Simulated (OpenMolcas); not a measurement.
Te+: effect of the IPEA shift

```json
{
 "Program": "OpenMolcas",
 "Basis": "ANO-RCC-VTZP [7s6p4d2f1g]",
 "Scalar Hamiltonian": "DKH2, point nucleus",
 "Active space": "5 electrons in 8 orbitals (5s 5p 6s 6p)",
 "State averaging": "2S+1 = 4 odd, 1 root; 2S+1 = 2 odd, 8 roots; 2S+1 = 4 even, 3 roots; 2S+1 = 2 even, 9 roots",
 "Spin-orbit coupling": "state interaction with AMFI integrals over the reference wave functions, term energies averaged over their components"
}
```

Methods on the same reference wave functions:
A. CASSCF
B. SS-CASPT2, IPEA 0 Eh, imaginary shift 0.1 Eh (closed shells correlated: 4d)
C. SS-CASPT2, IPEA 0.25 Eh, imaginary shift 0.1 Eh (closed shells correlated: 4d)

Energies in cm⁻¹ above 5s² 5p³ ⁴S°_3/2, the measured ground level; measured values from NIST Handbook of Basic Atomic Spectroscopic Data.

| Level | A | B | C | Measured |
| --- | --- | --- | --- | --- |
| 5s² 5p³ ⁴S°_3/2 | 0.0 | 0.0 | 0.0 | 0.0 |
| 5s² 5p³ ²D°_3/2 | 13759 | 11670 | 11720 | 10222 |
| 5s² 5p³ ²D°_5/2 | 16060 | 13450 | 13520 | 12422 |
| 5s² 5p³ ²P°_1/2 | 22205 | 22810 | 22680 | 20547 |
| 5s² 5p³ ²P°_3/2 | 25160 | 25230 | 25130 | 24032 |
| 5s 5p⁴ ⁴P_5/2 | 75091 | 73780 | 74260 | 71193 |
| 5s 5p⁴ ⁴P_3/2 | 78286 | 77100 | 77540 | 74893 |
| 5s 5p⁴ ⁴P_1/2 | 79634 | 78390 | 78860 |  |

Deviations, from unrounded energies. A percentage is the sum of absolute deviations over the sum of measured energies, with the sign that they share, or ± where signs differ.

| Against measurement | Levels | A | B | C |
| --- | --- | --- | --- | --- |
| mean absolute deviation (cm-1) | 6 | 2900 | 1800 | 1900 |
| other terms of the ground configuration (%) | 4 | +14.8 | +8.8 | +8.7 |
| other configurations (%) | 2 | +5.0 | +3.3 | +3.9 |

B lies closest to measurement on these levels and A furthest from it. The largest miss of B in the table is 5s 5p⁴ ⁴P_5/2, by +2600 cm-1. The ranking rests on the paired levels alone, and a cruder setting can come out closer through cancelling errors.

Between B and C the level of the table that moves most is 5s 5p⁴ ⁴P_5/2, by 480 cm-1 (lowest in B, highest in C). Moves below CASPT2's spread within the term are not significant.

From A to B the spin-free energies of the other terms of 5s² 5p³ shown, above ⁴S°, scale by factors of 0.83 to 1.03.

The lowest spin-free term lies below A's lowest term by 0.509 hartree in B, 0.502 hartree in C.

CASPT2 breaks the degeneracy within a term, and the mean is taken; among the terms shown or strongly mixed into the levels shown the widest spread is 96 cm-1 (5s² 5p³ ²D°, C). Over all roots computed the reference weight is 0.78 to 0.91 in B, 0.82 to 0.91 in C; the roots of lowest weight are the least certain, and an intruder state may touch them. Active for correlation alone: 6p 6s; no level in the range computed is led by a configuration that fills them, so any true level of that kind is missing. Terms of s pⁿ other than that of highest spin mix with s² pⁿ⁻² d, which this space lacks; all of them can be thousands of cm-1 off, and some have no real level of that name. Computed and measured levels are paired by configuration, term and J; levels that our copy of the source lacks, or whose pairing is in doubt (as where it misses far off the trend of its configuration), stay unpaired and out of the deviations. Only configurations of the active space appear. The table leaves out levels that lie high or whose names do not pair safely across all columns.

° marks odd parity.
